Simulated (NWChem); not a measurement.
System: CaCl2; SMILES [Cl][Ca][Cl]

Here is an NWChem input.

```
start job
memory heap 200 mb stack 900 mb global 1100 mb
geometry units angstroms noautosym nocenter noautoz
  Ca     0.000000     0.000000    -0.045753
  Cl     2.455379     0.000000    -0.047730
  Cl    -2.455379     0.000000    -0.047730
end
basis spherical
  * library 6-31g*
end
dft
  xc b3lyp
  iterations 150
end
property
  response 1 0.0
end
task dft property
```

Output (shortened):

```
             Northwest Computational Chemistry Package (NWChem) 7.3.0
             --------------------------------------------------------

                             Geometry "geometry" -> ""
                             -------------------------

 Output coordinates in angstroms (scale by  1.889725989 to convert to a.u.)

  No.       Tag          Charge          X              Y              Z
 ---- ---------------- ---------- -------------- -------------- --------------
    1 Ca                  20.0000     0.00000000     0.00000000    -0.04575300
    2 Cl                  17.0000     2.45537900     0.00000000    -0.04773000
    3 Cl                  17.0000    -2.45537900     0.00000000    -0.04773000

 Effective nuclear repulsion energy (a.u.)     177.6941666268

                              NWChem Property Module
                              ----------------------

                                 NWChem DFT Module
                                 -----------------

 Summary of "ao basis" -> "ao basis" (spherical)
 ------------------------------------------------------------------------------
       Tag                 Description            Shells   Functions and Types
 ---------------- ------------------------------  ------  ---------------------
 Ca                          6-31g*                 10       22   5s4p1d
 Cl                          6-31g*                  8       18   4s3p1d

            General Information
            -------------------
          SCF calculation type: DFT
          Wavefunction type:  closed shell.
          No. of atoms     :     3
          No. of electrons :    54
           Alpha electrons :    27
            Beta electrons :    27
          Charge           :     0
          Spin multiplicity:     1
          Use of symmetry is: off; symmetry adaption is: off
          Maximum number of iterations: 150
          AO basis - number of functions:    58
                     number of shells:    26
          Convergence on energy requested:  1.00D-06
          Convergence on density requested:  1.00D-05
          Convergence on gradient requested:  5.00D-04

              XC Information
              --------------
                         B3LYP Method XC Potential
                     Hartree-Fock (Exact) Exchange  0.200
                        Slater Exchange Functional  0.800 local
                    Becke 1988 Exchange Functional  0.720 non-local
              Lee-Yang-Parr Correlation Functional  0.810
                  VWN I RPA Correlation Functional  0.190 local

             Grid Information
             ----------------
          Grid used for XC integration:  medium
          Radial quadrature: Mura-Knowles
          Angular quadrature: Lebedev.
          Tag              B.-S. Rad. Rad. Pts. Rad. Cut. Ang. Pts.
          ---              ---------- --------- --------- ---------
          Ca                  1.80      112          10.0       590
          Cl                  1.00       88          12.0       590
          Grid pruning is: on
          Number of quadrature shells:   288
          Spatial weights used:  Erf1

      Superposition of Atomic Density Guess
      -------------------------------------

 Sum of atomic energies:       -1595.60908850

      Non-variational initial energy
      ------------------------------

 Total energy =   -1595.742414
 1-e energy   =   -2550.517235
 2-e energy   =     777.080654
 HOMO         =      -0.462889
 LUMO         =      -0.106837

   convergence    iter        energy       DeltaE   RMS-Dens  Diis-err
 ---------------- ----- ----------------- --------- --------- ---------
 d= 0,ls=0.0,diis     1  -1598.0454790842 -1.78D+03  2.16D-02  3.44D-01
 d= 0,ls=0.0,diis     2  -1598.0469954526 -1.52D-03  1.15D-02  2.84D-01
 d= 0,ls=0.0,diis     3  -1598.0938567071 -4.69D-02  1.48D-03  6.55D-03
 d= 0,ls=0.0,diis     4  -1598.0949728198 -1.12D-03  1.96D-04  1.09D-04
 d= 0,ls=0.0,diis     5  -1598.0949886395 -1.58D-05  2.05D-05  1.06D-06
 d= 0,ls=0.0,diis     6  -1598.0949888348 -1.95D-07  4.50D-06  1.21D-08

         Total DFT energy =    -1598.094988834790
      One electron energy =    -2554.367024245401
           Coulomb energy =      871.417655971582
    Exchange-Corr. energy =      -92.839787187767
 Nuclear repulsion energy =      177.694166626796

 Numeric. integr. density =       53.999999863961

                       DFT Final Molecular Orbital Analysis
                       ------------------------------------

 Vector   25  Occ=2.000000D+00  E=-2.932752D-01
              MO Center=  2.1D-07,  3.3D-07, -4.8D-02, r^2= 6.9D+00
   Bfn.  Coefficient  Atom+Function         Bfn.  Coefficient  Atom+Function
  ----- ------------  ---------------      ----- ------------  ---------------
    31      0.482782  2 Cl pz                49     -0.482782  3 Cl pz
    35      0.293398  2 Cl pz                53     -0.293398  3 Cl pz
    27     -0.191941  2 Cl pz                45      0.191941  3 Cl pz
    21     -0.110093  1 Ca d  1

 Vector   26  Occ=2.000000D+00  E=-2.905967D-01
              MO Center= -2.2D-07,  4.7D-07, -4.8D-02, r^2= 7.1D+00
   Bfn.  Coefficient  Atom+Function         Bfn.  Coefficient  Atom+Function
  ----- ------------  ---------------      ----- ------------  ---------------
    31      0.483743  2 Cl pz                49      0.483743  3 Cl pz
    35      0.288448  2 Cl pz                53      0.288448  3 Cl pz
    27     -0.191943  2 Cl pz                45     -0.191943  3 Cl pz
    13      0.109693  1 Ca pz                 9     -0.041501  1 Ca pz
     5      0.026925  1 Ca pz

 Vector   27  Occ=2.000000D+00  E=-2.905966D-01
              MO Center= -2.6D-07, -4.7D-07, -4.8D-02, r^2= 7.1D+00
   Bfn.  Coefficient  Atom+Function         Bfn.  Coefficient  Atom+Function
  ----- ------------  ---------------      ----- ------------  ---------------
    30      0.483744  2 Cl py                48      0.483744  3 Cl py
    34      0.288448  2 Cl py                52      0.288448  3 Cl py
    26     -0.191943  2 Cl py                44     -0.191944  3 Cl py
    12      0.109693  1 Ca py                 8     -0.041501  1 Ca py
     4      0.026925  1 Ca py

 Vector   28  Occ=0.000000D+00  E=-8.806254D-02
              MO Center= -1.7D-08,  2.3D-08, -4.2D-02, r^2= 6.3D+00
   Bfn.  Coefficient  Atom+Function         Bfn.  Coefficient  Atom+Function
  ----- ------------  ---------------      ----- ------------  ---------------
    14      0.640359  1 Ca s                 10      0.513885  1 Ca s
     6      0.267664  1 Ca s                 22     -0.181137  1 Ca d  2
    32     -0.174852  2 Cl s                 50     -0.174852  3 Cl s
    29      0.137030  2 Cl px                47     -0.137030  3 Cl px
    20      0.104580  1 Ca d  0              28     -0.095798  2 Cl s

 Vector   29  Occ=0.000000D+00  E=-2.059319D-02
              MO Center=  9.3D-10, -6.0D-06, -4.5D-02, r^2= 1.0D+01
   Bfn.  Coefficient  Atom+Function         Bfn.  Coefficient  Atom+Function
  ----- ------------  ---------------      ----- ------------  ---------------
    16      0.700846  1 Ca py                12      0.427541  1 Ca py
    34     -0.165091  2 Cl py                52     -0.165091  3 Cl py
    30     -0.153161  2 Cl py                48     -0.153161  3 Cl py
     4      0.065292  1 Ca py                26      0.058540  2 Cl py
    44      0.058540  3 Cl py                 8     -0.031608  1 Ca py

 Vector   30  Occ=0.000000D+00  E=-2.059306D-02
              MO Center=  1.4D-09,  6.0D-06, -4.9D-02, r^2= 1.0D+01
   Bfn.  Coefficient  Atom+Function         Bfn.  Coefficient  Atom+Function
  ----- ------------  ---------------      ----- ------------  ---------------
    17      0.700847  1 Ca pz                13      0.427539  1 Ca pz
    35     -0.165091  2 Cl pz                53     -0.165091  3 Cl pz
    31     -0.153160  2 Cl pz                49     -0.153160  3 Cl pz
     5      0.065291  1 Ca pz                27      0.058540  2 Cl pz
    45      0.058540  3 Cl pz                 9     -0.031608  1 Ca pz

     Multipole analysis of the density
     ---------------------------------

     L   x y z        total         alpha         beta         nuclear
     -   - - -        -----         -----         ----         -------
     0   0 0 0     -0.000000    -27.000000    -27.000000     54.000000

     1   1 0 0      0.000000      0.000000      0.000000      0.000000
     1   0 1 0     -0.000000     -0.000000     -0.000000      0.000000
     1   0 0 1      0.005225      2.400561      2.400561     -4.795898

     2   2 0 0    -54.833254   -393.418803   -393.418803    732.004352
     2   1 1 0      0.000000      0.000000      0.000000      0.000000
     2   1 0 1     -0.000000     -0.000000     -0.000000      0.000000
     2   0 2 0    -28.880032    -14.440016    -14.440016      0.000000
     2   0 1 1     -0.000000     -0.000000     -0.000000      0.000000
     2   0 0 2    -28.880951    -14.653532    -14.653532      0.426113

 *** CALLING NEW AORESP DRIVER FOR CLOSED AND OPEN SHELLS ***
 Entering AOResponse driver routine

--------------------------------------------------------------------------------

          -----------------------------------------------
          Solving response equations for perturbing field
          -----------------------------------------------

 number of frequencies:     1
 frequency in a.u.:  0.0000000E+00
 Perturbing field: electric
 Using El. Dipole Length Gauge

 Setting up CPKS with frequency omega =      0.00000000 a.u.

 STATIC response

                                NWChem CPHF Module
                                ------------------

  scftype          =     RHF
  nclosed          =       27
  nopen            =        0
  variables        =      837
  # of vectors     =        3
  tolerance        = 0.10D-03
  level shift      = 0.00D+00
  max iterations   =       50
  max subspace     =       30

 SCF residual:    1.4079186112949098E-005

Iterative solution of linear equations
  No. of variables      837
  No. of equations        3
  Maximum subspace       30
        Iterations       50
       Convergence  1.0D-04

   iter   nsub   residual    time
   ----  ------  --------  ---------
     1      3    1.96D+00      17.4
     2      6    1.09D+00      21.4
     3      9    1.93D-01      24.8
     4     12    3.70D-02      29.1
     5     15    1.06D-03      34.2
     6     18    1.06D-04      39.3
     7     21    3.49D-06      44.5

 Electric Dipole Response Matrix (nonzero elements):

              1        2        3
    1   54.4113   0.0000  -0.0000
    2    0.0000  30.1389   0.0000
    3   -0.0000   0.0000  30.1389

 ------------------------------------------
 average:        38.22971 + I       0.00000

 DFT Linear Response polarizability / au
 Frequency  =       0.0000000 / au
              X              Y              Z
 -----------------------------------------------
 X      54.4112966      0.0000001     -0.0000000
 Y       0.0000001     30.1389119      0.0000000
 Z      -0.0000000      0.0000000     30.1389331
 -----------------------------------------------
 Eigenvalues =      54.4112966     30.1389119     30.1389331
 Isotropic   =      38.2297139
 Anisotropic =      24.2723741
 -----------------------------------------------

 Magnetic Dipole Response Matrix (nonzero elements):

 Exiting AOResponse driver routine
```

Level: B3LYP/6-31G* (spherical d). All runs use the structure optimised with PBE0-D3(BJ)/def2-TZVP.
